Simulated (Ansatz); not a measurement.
System (SMILES): [N]=C=O, doublet.
Atoms: N1, C2, O3. Bonds: N1-C2, C2-O3.

Basis-set convergence of the highest harmonic wavenumber at PBE with Ansatz (a program for electronic structure). Each level at its own minimum, finite differences of forces, unscaled; the reference is a large set that could be run, not a limit. All functions are spherical. The program fits the integrals of some runs and decomposes those of others, by size. Open shells are unrestricted. No added dispersion term, no relativity. Reference: the value in def2-QZVPP, 1958 cm⁻¹, itself unsure by roughly 2 cm⁻¹ (its mean distance from cc-pVQZ, aug-pcseg-2, aug-cc-pVTZ). Deviations are taken from unrounded values.

| basis | functions | highest harmonic wavenumber (cm⁻¹) | minus reference (cm⁻¹) |
|---|---|---|---|
| STO-3G | 15 | 1770 | -188 |
| pcseg-0 | 27 | 1798 | -160 |
| cc-pVDZ | 42 | 1975 | 17 |
| 6-311G** | 54 | 1980 | 22 |
| aug-cc-pVDZ | 69 | 1958 | 0 |
| cc-pVTZ | 90 | 1966 | 8 |
| pcseg-2 | 90 | 1957 | -1 |
| def2-TZVPP | 93 | 1963 | 5 |
| 6-311++G(3df,3pd) | 117 | 1969 | 11 |
| jun-cc-pV(T+d)Z | 117 | 1956 | -2 |
| cc-pCVTZ | 129 | 1960 | 2 |
| aug-cc-pVTZ | 138 | 1955 | -3 |
| def2-QZVPP | 171 | 1958 | 0 |
